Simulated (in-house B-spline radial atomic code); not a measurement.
Values are calculated unless marked as measured or tabulated.
**Weak and strong correlation along the adiabatic connection**

Two-electron singlets in several external potentials (atomic units), by full CI in B-splines with partial waves to l = 8 (correlation energies up to 0.6 % small). The repulsion is scaled by λ at fixed density; W(λ) is the mean repulsion less the Hartree energy, W(0) = E_x, and the area under W from 0 to 1 is E_xc.

One system gave this curve:

| λ | W (hartree) |
| --- | --- |
| 0 | -0.95836 |
| 0.02 | -0.96035 |
| 0.05 | -0.96329 |
| 0.12 | -0.96998 |
| 0.25 | -0.98182 |
| 0.4 | -0.99458 |
| 0.6 | -1.0103 |
| 0.8 | -1.0246 |
| 1 | -1.0376 |
| 1.4 | -1.0606 |
| 2 | -1.0888 |
| 3 | -1.124 |
| 4.5 | -1.1601 |
| 7 | -1.1972 |
| 10 | -1.2241 |

Q: Which system is it?
A. −Z/r, Z = 1.5, wall at 8 bohr
B. ω²r²/2 − Z/r, ω = 0.69, Z = 3
C. −Z/r, Z = 13
D. −V exp(−r²/w²), V = 26.1, w = 4.32

A: D. The exchange energy sets the size: −V exp(−r²/w²), V = 26.1, w = 4.32: E_x = -0.958, E_c = -0.0427; −Z/r, Z = 13: E_x = -7.9, E_c = -0.0457; ω²r²/2 − Z/r, ω = 0.69, Z = 3: E_x = -1.71, E_c = -0.0431; −Z/r, Z = 1.5, wall at 8 bohr: E_x = -0.71, E_c = -0.0409 hartree.
